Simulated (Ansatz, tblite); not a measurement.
# Ligand exchange: InCl + C2H3F3 → InF + C2H3ClF2

Species: InCl, singlet; C2H3F3 `CC(F)(F)F`, singlet; InF, singlet; C2H3ClF2 (1-chloro-1,1-difluoroethane) `CC(F)(F)Cl`, singlet. The partners trade Cl for F: In–Cl and C–F bonds give way to In–F and C–Cl.

Shapes, held fixed at every level: PBE0-D4/def2-TZVP. Programs: Ansatz 0.2.0, tblite 0.8.0. The zero-point and thermal change to 298 K, harmonic and unscaled (PBE0-D4/def2-TZVP), is -3.0 kJ/mol.

Estimate ΔH(298 K) of this reaction.

The highest level, CCSD(T)/def2-TZVPP, gives ΔH(298 K) = +83.7 kJ/mol; the levels span +61.6 to +136.6. The column of differences is taken from that level and isn't an error. No measured value is set beside it here. For atoms past krypton def2 sets carry core potentials with scalar relativity. Outer-core shells of In are correlated, in sets that cover them unevenly. Times are processor times on shared x86 and Arm servers, and rough.

```csv
level,kind,ΔH(298 K) (kJ/mol),less CCSD(T)/def2-TZVPP,CPU time (sum over the molecules)
GFN1-xTB,semi-empirical,+61.6,-22.1,0.76 s
HF/def2-SVP,Hartree–Fock,+136.6,+52.9,–
HF/def2-TZVPP,Hartree–Fock,+117.4,+33.7,–
PBE-D4/def2-TZVPP,GGA,+69.5,-14.2,13 s
r2SCAN-D4/def2-TZVPP,meta-GGA,+80.2,-3.5,22 s
B3LYP-D4/def2-TZVPP,global hybrid,+78.3,-5.4,21 s
PBE0-D4/def2-TZVPP,global hybrid,+84.7,+1.0,16 s
wB97M-V/def2-TZVPP,range-separated hybrid,+80.7,-3.0,45 s
CCSD(T)/def2-TZVPP,coupled cluster or CI,+83.7,0.0,4.5 min
```
